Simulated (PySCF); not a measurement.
## How methods differ on the excitation energy of Si

Si [Ne] 3s2 3p2 (3P) → Si [Ne] 3s2 3p1 3d1 (high-spin determinant), as a difference of total energies. All numbers are calculated (PySCF 2.14, scalar relativity by spin-free X2C-1e, in aug-cc-pCVTZ-DK (8s7p5d3f, 75 functions)). Correlated levels: valence: [Ne] frozen; valence and next inner shell: 1s2 frozen; nothing frozen. The calculations carry no spin-orbit coupling.

```csv
method,excitation energy (eV)
UHF,6.754
LDA,6.304
PBE,6.228
PBE0,6.451
r2SCAN,6.584
B97-3,6.417
CAM-B3LYP,6.604
M06,6.245
wB97X-V,6.778
MP2 (valence),6.793
SCS-MP2 (valence),6.763
MP2 (valence and next inner shell),6.788
SCS-MP2 (valence and next inner shell),6.761
MP2 (all electrons),6.789
SCS-MP2 (all electrons),6.762
```

Q: How much does correlation contribute at MP2 (all electrons)?

A: 6.789 − (6.754) = 0.035 eV, measured against UHF.

The promoted electron is Rydberg-like, and one or two diffuse shells describe it only roughly, which tends to raise the upper state.

In the upper state the promoted electron has a positive orbital energy at LDA, r2SCAN, so the basis confines it.

The determinant of the upper state mixes LS terms, which raises its energy above the lowest term, most at the Hartree-Fock and MP2 levels.
